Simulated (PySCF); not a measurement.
C3H6BrFO.
Atom-mapped SMILES: `[OH:1][CH2:2][CH2:3][C@@H:4]([F:5])[Br:6]` (hydrogens: H7 on O1; H8, H9 on C2; H10, H11 on C3; H12 on C4)

The calculation used PySCF 2.14.0, PBE0-D3(BJ)/def2-SVP geometry optimisation, gas phase.

(1) List the bond lengths, angles and torsions at this level.

Answers

(1) 
| bond | length (bohr) |
| --- | --- |
| O1–C2 | 2.646 |
| C2–C3 | 2.881 |
| C3–C4 | 2.846 |
| C4–F5 | 2.557 |
| C4–Br6 | 3.711 |
| O1–H7 | 1.819 |
| C2–H8 | 2.090 |
| C2–H9 | 2.079 |
| C3–H10 | 2.083 |
| C3–H11 | 2.086 |
| C4–H12 | 2.077 |

A selection of angles:
| angle | degrees |
| --- | --- |
| C2–O1–H7 | 108.2 |
| O1–C2–C3 | 111.9 |
| O1–C2–H8 | 112.4 |
| O1–C2–H9 | 107.0 |
| C3–C2–H8 | 109.7 |
| C3–C2–H9 | 108.9 |
| H8–C2–H9 | 106.7 |
| C2–C3–C4 | 114.9 |
| C2–C3–H10 | 110.7 |
| C2–C3–H11 | 108.4 |
| C4–C3–H10 | 108.4 |
| C4–C3–H11 | 107.2 |
| H10–C3–H11 | 107.0 |
| C3–C4–F5 | 110.6 |
| C3–C4–Br6 | 111.8 |
| C3–C4–H12 | 112.6 |
| F5–C4–Br6 | 108.6 |
| F5–C4–H12 | 108.8 |
| Br6–C4–H12 | 104.1 |

Dihedral angles: O1–C2–C3–C4 175° (antiperiplanar); C2–C3–C4–F5 -56° (synclinal); H7–O1–C2–C3 71° (synclinal).

Of the pairs four or more bonds apart, Br6···H8 is among the closest relative to their van der Waals radii: 2.91 Å, 96 % of the sum of Bondi's values.

Point group: C1 (no symmetry element, even within 0.4 Å). Whether it is a minimum is left open (no frequencies). One conformer, not necessarily the lowest (H–O1–C2–C3 71°, O1–C2–C3–C4 175°, C2–C3–C4–F5 -56°).

Hardware: one thread, Arm Neoverse V1 (aarch64), shared host. Cost: 53 s of wall time, 0.59 GiB resident at most. That covers the optimisation of the geometry.
